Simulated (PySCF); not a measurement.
Molecule: `[SiH3]/C(C)=C\F`, C₃H₇FSi.

Cartesian coordinates in Å; atom numbers follow the order of the lines, from 1:
```xyz
12

C    -1.0615   -1.2501   -0.0062
C    -0.0060   -0.1862   -0.1018
Si    1.8228   -0.6227    0.0179
C    -0.3439    1.0897   -0.2851
F     0.5728    2.0555   -0.3912
H    -0.9386   -2.0083   -0.7970
H    -1.0017   -1.7869    0.9546
H    -2.0765   -0.8325   -0.0971
H     1.9284   -2.0476    0.4581
H     2.4977   -0.4853   -1.3087
H     2.5292    0.2445    1.0061
H    -1.3643    1.4813   -0.3717
```

Geometry PBE0-D3(BJ)/def2-SVP throughout; GIAO in PySCF, gas phase, one conformer, non-relativistic; equivalent atoms averaged; basis pcSseg-2.

Q: How do the shifts δ (against TMS, CFCl3 at the same level) depend on the functional? (ppm; last column core-seconds on shared hosts with different chips, so compare them loosely; the GGAs took longer than the global hybrids here, which isn't the general rule, and the cause wasn't traced)

A: 
```
functional                    kind     C4     C2    C1    Si3      F5   H12  H9/H10/H11  H6/H7/H8  core-s
        HF            Hartree–Fock  165.2  116.2  16.0  -67.9   -90.8  6.98        4.01      1.72      17
       LDA                     LDA  172.2  119.1  17.9  -89.7  -108.8  7.19        4.41      1.79      38
       PBE                     GGA  167.4  113.9  18.8  -83.3  -104.9  7.19        4.26      1.80      44
      BLYP                     GGA  167.4  115.9  19.0  -85.2  -109.6  7.19        4.19      1.82      46
      BP86                     GGA  166.8  113.8  18.9  -82.4  -106.1  7.16        4.25      1.79      44
      OPBE                     GGA  162.1  107.8  18.9  -74.4   -94.9  7.14        4.19      1.78      46
       KT2                     GGA  159.3  106.1  18.2  -82.4  -118.0  7.18        4.22      1.79      46
       KT3                     GGA  157.7  105.3  18.7  -77.4  -110.6  7.15        4.07      1.79      46
     B97-D                     GGA  162.5  111.0  19.0  -79.1  -105.2  7.15        4.13      1.81      44
     B3LYP           global hybrid  168.6  117.6  18.3  -80.6  -104.1  7.12        4.14      1.79      31
      PBE0           global hybrid  168.4  115.8  18.0  -77.7   -98.3  7.09        4.19      1.76      30
  mPW1PW91           global hybrid  168.6  116.1  18.1  -76.9   -97.7  7.07        4.17      1.76      30
      WP04           global hybrid  168.3  119.6  19.5  -70.2  -103.0  6.84        3.64      1.74      27
     B97-2           global hybrid  165.3  113.3  18.3  -75.4   -98.2  7.07        4.11      1.77      25
 BHandHLYP           global hybrid  168.6  118.8  17.3  -75.3   -99.2  7.05        4.07      1.75      23
 CAM-B3LYP  range-separated hybrid  171.5  120.0  17.2  -80.3  -100.5  7.13        4.14      1.75      32
   wB97X-D  range-separated hybrid  169.8  117.2  17.7  -76.9   -95.6  7.06        4.16      1.72      32
   LC-wPBE  range-separated hybrid  175.1  120.0  16.7  -75.0   -86.7  7.08        4.10      1.68      44
```

Q: Which nucleus moves most, in ppm?

A: F5 (vinylic fluorine): from -118.0 ppm with KT2 to -86.7 ppm with LC-wPBE. The smallest spread is 0.14 ppm, at H6/H7/H8. Proton shifts span only some 12 ppm, so a few tenths of a ppm matter as much there as several ppm in carbon.
